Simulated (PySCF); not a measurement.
AuCl, charge -1, doublet, at the geometry of the source list (the multiplicity is a formal guess) (core potentials on Au) (in this run its highest filled SCF level lies above zero, so its values depend strongly on the basis, on diffuse functions most of all); PBE0/def2-TZVP in PySCF.

The PySCF input:
```python
from pyscf import gto, scf, dft

mol = gto.Mole()
mol.atom = '''
    Au   -0.684900   -0.604800   -0.643200
    Cl    0.684900    0.604800    0.643200
'''
mol.basis = 'def2-tzvp'
mol.ecp = {'Au': 'def2-tzvp'}
mol.charge = -1
mol.spin = 1
mol.verbose = 4
mol.build()

mf = dft.UKS(mol)
mf.xc = 'pbe0'
mf.kernel()
```

The log (banner, timings and long lists left out):

```
PySCF version 2.14.0

[INPUT] verbose = 4
[INPUT] num. atoms = 2
[INPUT] num. electrons = 37
[INPUT] charge = -1
[INPUT] spin (= nelec alpha-beta = 2S) = 1
[INPUT] symmetry False subgroup None
[INPUT] Mole.unit = angstrom
[INPUT] Symbol           X                Y                Z      unit          X                Y                Z       unit  Magmom
[INPUT]  1 Au    -0.684900000000  -0.604800000000  -0.643200000000 AA   -1.294273422715  -1.142906360137  -1.215471843320 Bohr   0.0
[INPUT]  2 Cl     0.684900000000   0.604800000000   0.643200000000 AA    1.294273422715   1.142906360137   1.215471843320 Bohr   0.0

nuclear repulsion = 76.4831812847346
number of shells = 27
number of NR pGTOs = 129
number of NR cGTOs = 77
basis = def2-tzvp
ecp = {'Au': 'def2-tzvp'}

******** <class 'pyscf.dft.uks.UKS'> ********
method = UKS
initial guess = minao
damping factor = 0
level_shift factor = 0
DIIS = <class 'pyscf.scf.diis.CDIIS'>
diis_start_cycle = 1
diis_space = 8
diis_damp = 0
SCF conv_tol = 1e-09
SCF conv_tol_grad = None
SCF max_cycles = 50
direct_scf = True
direct_scf_tol = 1e-13
number electrons alpha = 19  beta = 18
XC library pyscf.dft.libxc version 7.1.2
    S. Lehtola, C. Steigemann, M. J. T. Oliveira, and M. A. L. Marques,  SoftwareX 7, 1–5 (2018)
XC functionals = pbe0
    C. Adamo and V. Barone,  J. Chem. Phys. 110, 6158 (1999)
    M. Ernzerhof and G. E. Scuseria,  J. Chem. Phys. 110, 5029 (1999)
radial grids:
    Treutler-Ahlrichs [JCP 102, 346 (1995); DOI:10.1063/1.469408] (M4) radial grids

becke partition: Becke, JCP 88, 2547 (1988); DOI:10.1063/1.454033
pruning grids: <function nwchem_prune>
grids dens level: 3
symmetrized grids: False
atomic radii adjust function: <function treutler_atomic_radii_adjust>
small_rho_cutoff = 0
Set gradient conv threshold to 3.16228e-05
tot grids = 43192
init E= -581.108557763012

cycle= 1 E= -594.897624062846  delta_E= -13.8  |g|= 1.53  |ddm|= 5.82

cycle= 2 E= -582.374996744802  delta_E= 12.5  |g|= 3.97  |ddm|= 8.27
cycle= 3 E= -595.716251672767  delta_E= -13.3  |g|= 0.529  |ddm|= 7.74
cycle= 4 E= -595.84758102818  delta_E= -0.131  |g|= 0.234  |ddm|= 1.21
cycle= 5 E= -595.869782810636  delta_E= -0.0222  |g|= 0.0714  |ddm|= 0.275
cycle= 6 E= -595.871913306968  delta_E= -0.00213  |g|= 0.00649  |ddm|= 0.0617
cycle= 7 E= -595.871961462651  delta_E= -4.82e-05  |g|= 0.00312  |ddm|= 0.0175
cycle= 8 E= -595.871968091947  delta_E= -6.63e-06  |g|= 0.000727  |ddm|= 0.00582
cycle= 9 E= -595.871968569585  delta_E= -4.78e-07  |g|= 0.000218  |ddm|= 0.00176
cycle= 10 E= -595.871968599784  delta_E= -3.02e-08  |g|= 9.38e-05  |ddm|= 0.000383
cycle= 11 E= -595.871968606257  delta_E= -6.47e-09  |g|= 2.03e-05  |ddm|= 0.000167
cycle= 12 E= -595.871968607065  delta_E= -8.09e-10  |g|= 6.68e-06  |ddm|= 8.05e-05
Extra cycle  E= -595.871968607113  delta_E= -4.77e-11  |g|= 7.32e-06  |ddm|= 2.68e-05
converged SCF energy = -595.871968607113  <S^2> = 0.75399148  2S+1 = 2.0039875
```
